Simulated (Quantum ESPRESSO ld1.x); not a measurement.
Species: the arsenic ion As3+. Configuration: [Ar] 3d10 4s1 7s1 (not the ground configuration).

Calculated with ld1.x of Quantum ESPRESSO 7.5: Dirac Kohn-Sham, PW91, spin-unpolarised, spherical densities, point nucleus.

Energy parts (eV):
total: -61439.2
kinetic: 62827.6
electron-nucleus: -146930.0
Hartree: 24920.8
exchange-correlation: -2257.6

Orbitals (lengths in bohr, moments of r in powers of bohr):
| orbital | occ. | eigenvalue (eV) | <r> | <1/r> |
|---|---|---|---|---|
| 1s1/2 | 2 | -11766.0 | 0.04549 | 33.47 |
| 2s1/2 | 2 | -1533.53 | 0.2025 | 7.417 |
| 2p1/2 | 2 | -1375.46 | 0.1746 | 7.382 |
| 2p3/2 | 4 | -1338.86 | 0.1783 | 7.167 |
| 3s1/2 | 2 | -237.007 | 0.5976 | 2.396 |
| 3p1/2 | 2 | -183.834 | 0.6088 | 2.274 |
| 3p3/2 | 4 | -178.791 | 0.6193 | 2.222 |
| 3d3/2 | 4 | -87.6286 | 0.6643 | 1.933 |
| 3d5/2 | 6 | -86.8875 | 0.6686 | 1.920 |
| 4s1/2 | 1 | -53.6497 | 1.677 | 0.7926 |
| 7s1/2 | 1 | -7.6688 | 9.787 | 0.1402 |

The highest occupied level is 7s1/2 at -7.669 eV. Summed over all electrons, <r^2> = 119.0 bohr^2, which gives a Langevin (diamagnetic) susceptibility term of -94.2 x 10^-6 cm^3/mol. The density falls to 0.001 e/bohr^3 at r = 2.98 bohr.
